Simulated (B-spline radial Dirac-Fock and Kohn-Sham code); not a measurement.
# Elastic and transport cross sections of cobalt for electrons

These are calculated numbers from a radial finite-basis atomic code; the model is relativistic (Dirac) partial waves in the static field of the Dirac-Fock atom with Furness-McCarthy exchange, without polarisation or absorption potentials. σ_tr1 and σ_tr2 weight the cross section with 1 − P₁ and 1 − P₂ of cos θ; "backward" is the share scattered beyond 90°.

| energy (eV) | σ (a₀²) | σ_tr1 (a₀²) | σ_tr2 (a₀²) | σ/σ_tr1 | backward (%) |
| --- | --- | --- | --- | --- | --- |
| 500 | 8.64 | 2.59 | 2.30 | 3.33 | 12 |
| 502 | ? | ? | ? | ? | ? |
| 655 | 7.48 | 1.88 | 1.90 | 3.97 | 10 |
| 669 | 7.40 | 1.83 | 1.87 | 4.03 | 10 |
| 723 | 7.09 | 1.67 | 1.77 | 4.26 | 9.5 |
| 1000 | 5.94 | 1.10 | 1.35 | 5.42 | 7.1 |
| 1160 | 5.48 | 0.898 | 1.18 | 6.10 | 6.1 |
| 1170 | 5.45 | 0.888 | 1.17 | 6.14 | 6.1 |
| 1310 | 5.11 | 0.760 | 1.04 | 6.73 | 5.4 |
| 1410 | 4.91 | 0.686 | 0.969 | 7.15 | 5.0 |

**Question.** Fill in the row for 502 eV.

**Answer.** σ = 8.62 a₀², σ_tr1 = 2.58 a₀², σ_tr2 = 2.29 a₀², σ/σ_tr1 = 3.34, backward 12 %. The ratio σ/σ_tr1 is roughly the number of elastic collisions that randomise the direction.
